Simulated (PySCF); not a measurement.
PySCF input for Sn(I)(SH) (HISSn), SMILES [SH][Sn][I] (connectivity only; charge and spin as stated), neutral, multiplicity 1, C-PCM-M06-2X/def2-SVP. Geometry: B3LYP-D3(BJ)/def2-SVP. The def2 effective core potentials stand for the cores of I, Sn; spin–orbit coupling is left out. The values are those of a single conformer.

```python
import numpy as np
from pyscf import gto, scf, dft
from pyscf.solvent import pcm

mol = gto.M(
    atom='''
    Sn    0.71926013    1.00311691   -0.00000000
    I    -0.19633830   -1.61768491    0.00000000
    S    -1.53215436    2.01859212   -0.00000000
    H    -1.04260687    3.28398091    0.00000001
    ''',
    basis='def2-SVP',
    ecp={'I': 'def2-svp', 'Sn': 'def2-svp'},
    charge=0,
    spin=0,
    max_memory=1600,
    verbose=3,
)
mf = dft.RKS(mol, xc='m06-2x').density_fit(auxbasis='def2-universal-jkfit')
mf.grids.level = 4
mf.conv_tol = 1e-9
mf.max_cycle = 100
mf.kernel()
res = {}
for name, eps in {'water': 78.355, 'dichloromethane': 8.93, 'acetone': 20.493}.items():
    s = mf.PCM()
    s.with_solvent.method, s.with_solvent.eps, s.with_solvent.lebedev_order = 'C-PCM', eps, 29
    s.kernel(mf.make_rdm1())
    res[name] = (s.e_tot, eps, s.dip_moment(), s.mo_energy, s.converged)
    print(f'{name}: electrostatic solvation free energy {(s.e_tot - mf.e_tot) * 627.509474:.3f} kcal/mol')
```

Program output:

```
converged SCF energy = -910.596994100682

WARN: PCM is an experimental feature. It is still in testing.
Features and APIs may be changed in the future.

converged SCF energy = -910.607817576727
Dipole moment(X, Y, Z, Debye):  3.89179,  4.60094,  0.00000
water: electrostatic solvation free energy -6.792 kcal/mol

WARN: PCM is an experimental feature. It is still in testing.
Features and APIs may be changed in the future.

converged SCF energy = -910.606403407842
Dipole moment(X, Y, Z, Debye):  3.70631,  4.37933,  0.00000
dichloromethane: electrostatic solvation free energy -5.904 kcal/mol

WARN: PCM is an experimental feature. It is still in testing.
Features and APIs may be changed in the future.

converged SCF energy = -910.607292129698
Dipole moment(X, Y, Z, Debye):  3.82255,  4.51821,  0.00000
acetone: electrostatic solvation free energy -6.462 kcal/mol
```

The calculation finished and met its thresholds.
